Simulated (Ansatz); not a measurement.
Species: C2H5B, SMILES `BC=C` (H–B–C–C torsion 180°) (charge 0, multiplicity 1), formula C₂H₅B.

Question: How many basis functions does frozen-core CCSD(T)/def2-TZVPP // CAM-B3LYP-D3(BJ)/def2-TZVP (Ansatz, an electronic-structure program) use, how many core orbitals are frozen, and how many electrons are correlated?

Answer: 163 basis functions and 3 frozen orbitals, which leaves 16 correlated electrons. Core time is of the order of seconds.
